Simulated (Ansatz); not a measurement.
Born–Oppenheimer molecular dynamics of CH9NOSi2 (14 atoms, charge 0, multiplicity 1). It starts at the highest image of a converged band. Of that band: Beside the main top the profile has a ripple of under 15 meV (maxima at images 2, 5), which may be a very shallow well or noise. A structure lower than the first end lies on the path between it and the top, so the climb from that side starts below the end, which may itself be a saddle point or a shallow side well. Neighbouring images differ by up to 3.3 eV, so the band resolves the path poorly. A vibrational analysis at the climbing image gives one clearly imaginary mode, 1402i cm⁻¹, and a faint second one (16i cm⁻¹) that may be numerical noise or a soft torsion: probably a first-order saddle point.

Level of theory: RKS B3LYP/def2-SVP in Ansatz.

```yaml
ensemble: NVE (velocity Verlet)
time_step: 0.5 fs
steps_asked: 193
starting_velocities_drawn_for: 300 K
seed: 11880
```

Frames 2.5 fs apart, positions in Å.

Velocities at 65.0 fs (Å/ps):

```
C -1.71 9.68 4.50
Si -7.57 -6.35 2.92
O 7.78 -0.56 -5.10
N 3.27 4.39 -2.24
Si 0.28 -1.55 0.16
H 5.70 17.41 2.32
H 28.10 -31.32 -15.29
H 2.27 13.05 -10.21
H 58.98 49.24 -11.62
H -27.72 26.02 -1.80
H -12.33 -16.24 24.05
H -5.69 -16.28 -0.35
H 15.30 4.47 -14.67
H -10.06 6.36 0.08
```

```xyz
14
Properties=species:S:1:pos:R:3 time_fs=65.0 energy_less_start_eV=-0.488 T=616
C -0.911 1.889 0.194
Si 0.019 0.426 1.053
O -1.017 -0.457 1.921
N 1.125 -0.612 0.102
Si 0.901 -1.066 -1.605
H -1.630 2.137 0.966
H -1.495 1.140 -0.374
H -0.789 2.811 -0.354
H 1.512 0.807 2.590
H -0.455 -0.602 2.731
H 2.093 -0.664 0.438
H 2.279 -1.214 -2.222
H 0.083 -0.113 -2.416
H 0.154 -2.404 -1.773
14
Properties=species:S:1:pos:R:3 time_fs=67.5 energy_less_start_eV=-0.282 T=484
C -0.916 1.907 0.208
Si 0.006 0.413 1.060
O -1.000 -0.459 1.910
N 1.131 -0.599 0.094
Si 0.902 -1.071 -1.605
H -1.631 2.185 0.990
H -1.434 1.088 -0.426
H -0.751 2.836 -0.390
H 1.596 0.921 2.505
H -0.543 -0.549 2.729
H 2.054 -0.702 0.500
H 2.255 -1.253 -2.220
H 0.124 -0.097 -2.444
H 0.140 -2.372 -1.768
14
Properties=species:S:1:pos:R:3 time_fs=70.0 energy_less_start_eV=-0.758 T=791
C -0.926 1.912 0.222
Si 0.007 0.407 1.066
O -0.992 -0.465 1.902
N 1.129 -0.582 0.083
Si 0.904 -1.077 -1.604
H -1.651 2.230 1.018
H -1.388 1.119 -0.473
H -0.658 2.808 -0.414
H 1.546 1.004 2.320
H -0.629 -0.529 2.802
H 2.014 -0.737 0.565
H 2.226 -1.291 -2.216
H 0.171 -0.072 -2.453
H 0.137 -2.325 -1.756
14
Properties=species:S:1:pos:R:3 time_fs=72.5 energy_less_start_eV=-1.873 T=1508
C -0.938 1.907 0.236
Si 0.021 0.409 1.070
O -0.992 -0.477 1.903
N 1.120 -0.562 0.069
Si 0.906 -1.082 -1.602
H -1.666 2.259 1.005
H -1.378 1.227 -0.504
H -0.529 2.718 -0.397
H 1.353 1.042 2.051
H -0.737 -0.529 2.874
H 1.966 -0.772 0.616
H 2.217 -1.331 -2.218
H 0.222 -0.044 -2.441
H 0.121 -2.298 -1.740
14
Properties=species:S:1:pos:R:3 time_fs=75.0 energy_less_start_eV=-2.429 T=1857
C -0.947 1.892 0.252
Si 0.046 0.419 1.073
O -0.998 -0.493 1.915
N 1.107 -0.539 0.053
Si 0.909 -1.087 -1.599
H -1.675 2.281 0.955
H -1.437 1.353 -0.550
H -0.369 2.613 -0.338
H 1.047 1.039 1.744
H -0.881 -0.536 2.863
H 1.900 -0.808 0.635
H 2.230 -1.375 -2.227
H 0.272 -0.013 -2.414
H 0.080 -2.307 -1.727
14
Properties=species:S:1:pos:R:3 time_fs=77.5 energy_less_start_eV=-1.536 T=1294
C -0.952 1.867 0.264
Si 0.070 0.431 1.068
O -1.008 -0.513 1.929
N 1.091 -0.517 0.036
Si 0.913 -1.091 -1.596
H -1.695 2.326 0.911
H -1.555 1.472 -0.617
H -0.195 2.528 -0.240
H 0.889 1.139 1.603
H -1.032 -0.549 2.870
H 1.839 -0.857 0.629
H 2.249 -1.421 -2.231
H 0.315 0.021 -2.381
H 0.030 -2.328 -1.716
14
Properties=species:S:1:pos:R:3 time_fs=80.0 energy_less_start_eV=-2.326 T=1796
C -0.955 1.833 0.266
Si 0.081 0.438 1.056
O -1.016 -0.533 1.942
N 1.074 -0.494 0.017
Si 0.916 -1.097 -1.593
H -1.702 2.396 0.892
H -1.654 1.604 -0.644
H -0.059 2.449 -0.103
H 1.045 1.464 1.738
H -1.177 -0.563 2.926
H 1.798 -0.922 0.607
H 2.252 -1.464 -2.217
H 0.350 0.052 -2.353
H -0.005 -2.329 -1.706
14
Properties=species:S:1:pos:R:3 time_fs=82.5 energy_less_start_eV=-1.283 T=1128
C -0.959 1.797 0.257
Si 0.087 0.448 1.045
O -1.023 -0.551 1.957
N 1.059 -0.473 0.001
Si 0.920 -1.103 -1.592
H -1.644 2.451 0.888
H -1.674 1.734 -0.614
H -0.007 2.374 0.050
H 1.208 1.741 1.920
H -1.292 -0.562 2.902
H 1.756 -0.989 0.565
H 2.237 -1.502 -2.182
H 0.377 0.074 -2.336
H -0.014 -2.295 -1.698
14
Properties=species:S:1:pos:R:3 time_fs=85.0 energy_less_start_eV=-0.427 T=577
C -0.964 1.767 0.245
Si 0.089 0.462 1.040
O -1.024 -0.569 1.972
N 1.049 -0.456 -0.010
Si 0.921 -1.109 -1.593
H -1.518 2.461 0.906
H -1.629 1.830 -0.585
H -0.024 2.327 0.167
H 1.283 1.874 2.054
H -1.377 -0.540 2.834
H 1.702 -1.042 0.511
H 2.220 -1.537 -2.133
H 0.399 0.079 -2.336
H -0.009 -2.246 -1.692
14
Properties=species:S:1:pos:R:3 time_fs=87.5 energy_less_start_eV=-0.364 T=536
C -0.965 1.743 0.239
Si 0.087 0.478 1.043
O -1.015 -0.584 1.977
N 1.043 -0.442 -0.017
Si 0.921 -1.114 -1.597
H -1.378 2.434 0.975
H -1.581 1.879 -0.639
H -0.048 2.341 0.208
H 1.261 1.862 2.121
H -1.468 -0.490 2.836
H 1.656 -1.087 0.476
H 2.226 -1.575 -2.081
H 0.418 0.065 -2.360
H -0.017 -2.214 -1.690
14
Properties=species:S:1:pos:R:3 time_fs=90.0 energy_less_start_eV=-0.995 T=943
C -0.961 1.726 0.236
Si 0.081 0.495 1.052
O -1.000 -0.596 1.978
N 1.040 -0.432 -0.020
Si 0.920 -1.116 -1.602
H -1.283 2.379 1.088
H -1.533 1.885 -0.733
H -0.052 2.402 0.163
H 1.141 1.710 2.110
H -1.524 -0.414 2.814
H 1.622 -1.122 0.476
H 2.256 -1.618 -2.030
H 0.437 0.036 -2.410
H -0.052 -2.221 -1.695
14
Properties=species:S:1:pos:R:3 time_fs=92.5 energy_less_start_eV=-2.040 T=1612
C -0.950 1.725 0.232
Si 0.072 0.511 1.068
O -0.980 -0.604 1.979
N 1.042 -0.426 -0.019
Si 0.918 -1.116 -1.608
H -1.252 2.288 1.181
H -1.468 1.846 -0.762
H -0.069 2.460 0.057
H 0.929 1.427 2.016
H -1.516 -0.326 2.715
H 1.589 -1.132 0.498
H 2.287 -1.657 -1.980
H 0.458 -0.003 -2.485
H -0.097 -2.246 -1.705
```

Of the whole run (96 fs, mean temperature of the second half 1140 K): The conserved energy stayed within 1 meV per atom of its start (net change 0.098 meV per atom), so the integration is sound. The system heated up, since it started high on the potential surface and ran downhill. A run of 0.097 ps of so small a system gives no equilibrium averages. The orbitals stay closed-shell, which can raise the energy where a bond breaks towards radicals; this wasn't checked here.

Run time: 9.4 min on 2 threads of Arm Neoverse V2, on a shared host, peak memory 0.29 GiB.
